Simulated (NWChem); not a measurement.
# CH$_{7}$GeN; SMILES [NH](C)[GeH3]

```xyz
10

Ge     0.0383     0.7505    -0.0025
N     -0.5860    -0.9732    -0.0703
C      0.3241    -2.0910     0.0145
H     -1.1855     1.6709    -0.1449
H      0.7906     1.1017     1.3081
H      1.0117     0.9287    -1.1816
H     -1.4381    -1.1214     0.4613
H     -0.1778    -3.0257    -0.2880
H      0.7684    -2.2649     1.0168
H      1.1626    -1.9465    -0.6869
```
Atoms are numbered in this order, from 1.

Computed with NWChem. Pople sets run with spherical d functions. Coordinates come from a PBE0/def2-SVP optimisation. Ions are spin-unrestricted doublets at the neutral geometry; other ion states weren't tried. Functional: LC-ωPBE (HJS hole) with 6-31G*; rows give the range parameter ω in 1/bohr.

For range parameter (1/bohr) 0.10:

```
Item                                   Value
-------------------------------------  -----
vertical ionisation energy, ΔSCF (eV)   8.45
−ε(HOMO) (eV)                           6.35
```

Problem. Estimate the same quantities for range parameter (1/bohr) 0.30.

Solution. 
| Item | Value |
|---|---|
| vertical ionisation energy, ΔSCF (eV) | 8.69 |
| −ε(HOMO) (eV) | 8.43 |
